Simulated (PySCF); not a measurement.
C4H4N, SMILES [c]1c[nH]cc1, multiplicity 2.

Geometry: r2SCAN-D4/def2-SVP. The isomer is the one that the SMILES or the coordinates give; other isomers of the formula were not compared.

Level of theory: PBE/def2-TZVP run with PySCF.

Isolated molecule, no solvent.

Computed frontier levels, dipole moment and polarisability:
```json
{
  "α spin, highest occupied and lowest empty level": "-5.29 and -0.18 eV",
  "β spin, highest occupied and lowest empty level": "-5.21 and -3.43 eV",
  "dipole_moment": "2.61 D",
  "quadrupole, principal values (traceless, Buckingham form, about the centre of nuclear charge)": "-7.43, 0.70, 6.73 D·Å",
  "mean_static_polarisability": "50.0 bohr³ (7.42 Å³)",
  "polarisability_principal_values": "33.2, 56.1, 60.8 bohr³",
  "⟨S²⟩": "0.756 (pure state 0.75)"
}
```
